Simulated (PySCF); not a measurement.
Harmonic spectrum computed at PBE0 in the def2-TZVP basis family (core potentials from Rb on, PySCF, no spin–orbit coupling):

```tsv
ω (cm⁻¹)	IR (km/mol, summed over degenerate members)	degeneracy
59	4.5	2
243	0.0	1
328	31.2	1
```

Task: Which molecule gave it? In each, all ligands are bound to the one heavy central atom.
A. TeSe₂ (singlet)
B. PbSe₂ (singlet)
C. SiSe₂ (singlet)
D. SnSe₂ (singlet)
E. CSe₂ (singlet)

Result: B. It has D∞h symmetry with Pb–Se 2.373 Å (×2).
